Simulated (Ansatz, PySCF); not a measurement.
Spin states of H2O2Zr (SMILES [OH][Zr][OH]), each relaxed with B3LYP-D3(BJ)/def2-TZVP.
State 1 (charge 0, multiplicity 3):
```xyz
5

Zr     0.0023    -0.5244    -0.0979
O      1.3538     0.1595    -1.3299
H      1.9440     0.7180    -1.8324
O     -1.3707    -0.3323     1.2770
H     -1.9832     0.0089     1.9260
```
State 2 (charge 0, multiplicity 1):
```
atom    x (Å)    y (Å)    z (Å)
----  -------  -------  -------
Zr    -0.0368  -0.9862  -0.2385
O      1.2910   0.0820  -1.0819
H      1.7498   0.9028  -1.2600
O     -1.3193  -0.3263   1.0004
H     -1.7386   0.3573   1.5229
```

Singlets are restricted, other states unrestricted; no spin–orbit coupling, no relativity up to Kr; see below for the cores. The largest T1 diagnostic is 0.021.

Programs: Ansatz (Gaussian basis) for Hartree–Fock, density functionals and correlated methods; PySCF for the dispersion terms. Each number belongs to the level named beside it. In def2 rows elements past Kr take small-core potentials, without spin–orbit coupling.

**Question.** One of these levels gives 2.9 kJ/mol for the energy of the multiplicity-1 state less that of the multiplicity-3 state. Name it.
(A) PBE0-D4/def2-TZVPP
(B) BLYP-D4/def2-TZVPP
(C) PBE/def2-TZVPP
(D) BHLYP-D4/def2-TZVPP

**Answer.** B, BLYP-D4/def2-TZVPP. The others give 11.8 (PBE/def2-TZVPP), 29.0 (PBE0-D4/def2-TZVPP), 33.2 (BHLYP-D4/def2-TZVPP)

Ansatz is a program for electronic structure.
